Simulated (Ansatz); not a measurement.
```yaml
crystal:
  periodic: [true, true, true]
  atoms:
    - {symbol: F, position_ang: [-1.878070, 0.890374, 2.050694]}
    - {symbol: Ge, position_ang: [-0.199383, 0.578653, 1.717160]}
    - {symbol: C, position_ang: [0.856076, -1.184277, 0.549662]}
    - {symbol: B, position_ang: [0.411663, 0.053313, -0.076197]}
    - {symbol: Si, position_ang: [-0.263880, 0.604171, -1.862865]}
    - {symbol: H, position_ang: [0.344371, 0.168326, 3.100976]}
    - {symbol: H, position_ang: [1.302143, -1.311871, 1.539297]}
    - {symbol: H, position_ang: [0.795777, -2.137215, 0.022254]}
    - {symbol: H, position_ang: [-1.657437, 1.121458, -1.782795]}
    - {symbol: H, position_ang: [0.588763, 1.694250, -2.413920]}
    - {symbol: H, position_ang: [-0.234623, -0.534281, -2.823667]}
basis:
  gaussian: {orbitals: def2-TZVPP}
hamiltonian: {xc: {name: SPW92}}
output: {forces: true}
```

```sh
$ ansatz run in.yaml --threads 4 --pin off --events-out ev --progress --plain --max-ram 10444MiB
```

It prints (some lines left out):

```
Error: YAML parse error: error: line 2 column 3: crystal: missing field `lattice` (a structure is typed as `lattice` and `atoms`, a molecule's as `atoms` in Å alone, or read from a run's directory, `checkpoint`)
 --> <input>:2:3
1 | crystal:
2 |   periodic: [true, true, true]
3 |   atoms:
4 |     - {symbol: F, position_ang: [-1.878070, 0.890374, 2.050694]}
```

(1) Something in this input is off. What?

Answers

(1) The molecule is marked periodic without a cell. The program refused the input.
